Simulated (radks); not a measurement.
Results of a calculation; reference values are marked as such.
Bi+, 82 electrons, occupied as [Xe] 4f14 5d8 6s2 6p2 5f2 (not the ground configuration). Level of theory: Dirac Kohn-Sham, PBE, spin-unpolarised, spherical densities, finite nucleus; open shells are shared between the two j in proportion to 2j + 1; Fermi nuclear charge, rms radius 5.5211 fm (a radial shooting solver on a logarithmic mesh with Libxc functionals).

Unscreened Slater integrals over Kohn-Sham orbitals (hartree). Large and small components are both included. Empty in this configuration: 7s1/2.

integral            value
F0(5f7/2,5f7/2)   0.18219
F2(5f7/2,5f7/2)  0.080841
F4(5f7/2,5f7/2)  0.049775
F6(5f7/2,5f7/2)  0.035565
F0(5f7/2,5f5/2)   0.18399
F2(5f7/2,5f5/2)  0.081415
F4(5f7/2,5f5/2)  0.050085
G2(5f7/2,5f5/2)  0.081401
G4(5f7/2,5f5/2)  0.050079
G6(5f7/2,5f5/2)  0.035770
F0(5f7/2,6p3/2)   0.23620
F2(5f7/2,6p3/2)  0.095107
G2(5f7/2,6p3/2)  0.075238
G4(5f7/2,6p3/2)  0.050247
F0(5f7/2,6p1/2)   0.24178
G4(5f7/2,6p1/2)  0.047203
F0(5f7/2,7s1/2)   0.18465
G3(5f7/2,7s1/2)  0.058850
F0(5f5/2,5f5/2)   0.18584
F2(5f5/2,5f5/2)  0.082047
F4(5f5/2,5f5/2)  0.050436
F0(5f5/2,6p3/2)   0.24003
F2(5f5/2,6p3/2)  0.097765
G2(5f5/2,6p3/2)  0.077856
G4(5f5/2,6p3/2)  0.052050
F0(5f5/2,6p1/2)   0.24596
G2(5f5/2,6p1/2)  0.073793
F0(5f5/2,7s1/2)   0.18625
G3(5f5/2,7s1/2)  0.058700
F0(6p3/2,6p3/2)   0.36214
F2(6p3/2,6p3/2)   0.19808
F0(6p3/2,6p1/2)   0.37929
G2(6p3/2,6p1/2)   0.20086
F0(6p3/2,7s1/2)   0.22975
G1(6p3/2,7s1/2)  0.029297
F0(6p1/2,6p1/2)   0.40026
F0(6p1/2,7s1/2)   0.23317
G1(6p1/2,7s1/2)  0.020478
F0(7s1/2,7s1/2)   0.19080
